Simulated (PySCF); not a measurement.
PySCF input:

```python
from pyscf import gto, scf, dft

mol = gto.M(
    atom='''
    Si    0.94951313   -0.77843194   -0.19166381
    F     2.08508578    0.03224670    0.60805698
    N    -0.34664848    0.22209456   -0.68307765
    Si   -1.77847588    0.65594424    0.20082273
    H     0.43879553   -1.80149154    0.73649390
    H     1.61362142   -1.33777200   -1.38419790
    H    -0.21487297    0.69926603   -1.56568574
    H    -2.99651456    0.36125589   -0.59058364
    H    -1.80042243    2.09779915    0.54418777
    H    -1.77436139   -0.14911182    1.44059154
    ''',
    basis='def2-tzvpd',
    charge=0,
    spin=0,
    verbose=4,
)

mf = dft.RKS(mol, xc='tpssh').density_fit(auxbasis='def2-universal-jkfit')
mf.grids.level = 3
mf.conv_tol = 1e-9
mf.max_cycle = 100
mf.max_memory = 1500
mf.kernel()
if not mf.converged:
    mf = mf.newton()
    mf.kernel(mf.make_rdm1())
mf.analyze()
```

**Question.** Predict the final energy.

**Answer.** -737.43184 Eh (TPSSh/def2-TZVPD).
